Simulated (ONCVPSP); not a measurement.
## What one change does to a pseudopotential (cerium (Ce), ONCV)

cerium, optimised norm-conserving Vanderbilt (ONCV), made with ONCVPSP 4.0.1 (PBE, scalar-relativistic). Core [Kr] 4d10 4f1, reference 5s2 5p6 5d1 6s1 6p1. Waves: 5s+6s: rc 2.90 bohr, ncon 4, nbas 8, qcut 4.9 1/bohr, 2 projectors; 5p+6p: rc 2.70 bohr, ncon 4, nbas 8, qcut 6.2 1/bohr, 2 projectors; 5d: rc 3.20 bohr, ncon 5, nbas 10, qcut 5.4 1/bohr, 3 projectors, debl 2 Ha. Local part: polynomial inside 2.65 bohr (lpopt 5, dvloc0 -1 Ha). Core correction: Teter function, fcfact 2.25, rcfact 1.05.

Change: local potential polynomial inside 1.75 bohr (lpopt 5, dvloc0 -1 Ha).

Cutoffs: the cutoffs (Ha) at which the residual kinetic energy of the hardest occupied pseudo-wave falls to 1 and 0.1 mHa per electron; they do not see the model core or the augmentation charge, which bear on the density cutoff. Errors are all-electron minus pseudo energies relative to the spin-unpolarised reference configuration.

Problem. Predict the effect on cutoff, ghosts and configuration errors.

Solution. The potential gets neither clearly harder nor softer (8.0 Ha and 11 Ha → 8.0 Ha and 11 Ha); the lowest positive-energy flag moves from none to s at 36.6 eV; the errors of the 4 common tests hardly move; neither file shows a bound ghost.

| quantity | base | changed |
| --- | --- | --- |
| cutoff, loose | 8.0 Ha | 8.0 Ha |
| cutoff, tight | 11 Ha | 11 Ha |
| bound ghosts | none | none |
| GHOST(+) flags under 300 eV | none | s at 36.6 eV |
| error for 5s2 5p6 5d1 6s2 6p0, meV [ΔE -2.45 eV] | -0.1 | 0.0 |
| error for 5s2 5p6 5d1 6s1 6p0, meV [ΔE 3.62 eV] | -0.4 | -0.4 |
| error for 5s2 5p6 5d1 6s0 6p0, meV [ΔE 14.70 eV] | -2.5 | -2.5 |
| error for 5s2 5p6 5d0 6s0 6p0, meV [ΔE 33.88 eV] | -20 | -20 |
| s: phases at 2.95 bohr within 0.05 rad from the reference energy up to (Ha; the scan ends near 5) | 1.8 | 1.1 |
| p: phases at 2.74 bohr within 0.05 rad from the reference energy up to (Ha; the scan ends near 5) | 3.2 | 3.4 |
| d: phases at 3.24 bohr within 0.05 rad from the reference energy up to (Ha; the scan ends near 5) | to the end of the scan | to the end of the scan |
| rms error of d²Exc/dni dnj with the model core, mHa | 1.26 | 1.26 |
